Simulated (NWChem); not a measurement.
CHFO3Si; SMILES O=C1O[SiH](F)O1

```xyz
7

O     -0.3766     2.3882     0.0000
C     -0.0997     1.2322     0.0000
O      0.1081     0.3935     1.1018
Si     0.4311    -0.8742     0.0000
F     -0.6636    -2.0592     0.0000
O      0.1081     0.3935    -1.1018
H      1.7822    -1.4735     0.0000
```
Atoms are numbered in this order, from 1.

Results from NWChem. Pople sets run with spherical d functions. Structure relaxed at the PBE-D3(BJ)/def2-SVP level. Atomic charges in e: unrestrained fits to the electrostatic potential beside Mulliken populations; buried atoms are poorly determined by the fit.

For level Hartree-Fock/6-31G*:

| Property | Value |
|---|---|
| Mulliken O1 | -0.51 |
| ESP C2 | 0.96 |
| Mulliken C2 | 1.11 |
| Mulliken O3 | -0.75 |
| ESP Si4 | 1.33 |
| Mulliken Si4 | 1.49 |
| Mulliken F5 | -0.50 |

Task: What are these values for level B3LYP/def2-SVP?

Result: Mulliken O1: -0.14
ESP C2: 0.86
Mulliken C2: 0.39
Mulliken O3: -0.40
ESP Si4: 1.17
Mulliken Si4: 0.91
Mulliken F5: -0.29
